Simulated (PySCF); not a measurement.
Does the structure fit the spectrum?

A compound C4H9PSi2 gives the data below (simulated from a calculation) and was assigned the structure `C#C[SiH2]/C=C/[SiH2]P`.

13C{1H} NMR (computed): δ 144.0 (CH2), 140.0 (CH), 106.6 (CH), 83.5 (C).

1H NMR (400 MHz, computed): δ 6.48 (m, 1H), 6.30 (m, 1H), 6.17 (m, 1H), 4.68 (m, 1H), 4.39 (m, 1H), 4.31 (m, 1H), 1.96 (m, 1H), 1.12 (m, 2H).

- PBE0/pcSseg-1 with gauge-including orbitals
- geometry from GFN2-xTB
- run in PySCF 2.14
- non-relativistic Hamiltonian, one averaged value for each set of equivalent atoms, single conformer, in vacuum

Chemical shifts δ = σref − σ; 1H (σ = 31.72 ppm) and 13C (σ = 186.93 ppm) vs TMS, all at this level.

Task: Compare with the shifts computed for the proposed structure, pairing carbons in order of shift.

Result: Numbering as in the mapped SMILES `[CH:1]#[C:2][SiH2:3]/[CH:4]=[CH:5]/[SiH2:6][PH2:7]`. Hydrogens are named by the atom that carries them.

```csv
atom,computed for proposal,given list,difference
C5,155.0,144.0,+11.0
C4,153.3,140.0,+13.3
C1,106.5,106.6,-0.1
C2,84.0,83.5,+0.5
```

The rms difference is 8.7 ppm and the largest +13.3 ppm at C4 (alkene CH). The carbon types in order of shift don't match either: CH, CH, CH, C for the proposal against CH2, CH, CH, C in the data. The proposal doesn't fit.

Task: Which isomer fits?

Result: `C#C[SiH2][Si@@H](P)C=C`.

1. δC 144.0: terminal =CH2 carbon; an sp2 carbon of a C=C bond.
2. δC 140.0: alkene CH; an sp2 carbon of a C=C bond.
3. δC 106.6: terminal alkyne carbon.
4. δC 83.5: alkyne carbon; the triple bond shields along its axis, which puts it between sp3 and sp2 carbons.

Other isomers checked: C#CC(=C)[SiH2][SiH2]P (rms 8.9 ppm); C#C/C(=C\[SiH3])[SiH2]P (rms 9.9 ppm).

This is the structure that produced the data.

Splittings by 31P in the carbon and heteronuclear signals aren't shown, as no couplings were computed. Shifts are as computed. Against solution values, carbons near 30 ppm lie about +3 ppm off and those near 130 ppm about +5 ppm. Of 1211 compounds with measured shifts, 218 miss one by over three times the rms of a fit or turn the order of signals round; such compounds aren't used in these exercises. Multiplicities follow the n + 1 count of equivalent neighbours, as no J values were calculated; m marks all less simple cases, F and P coupling included.
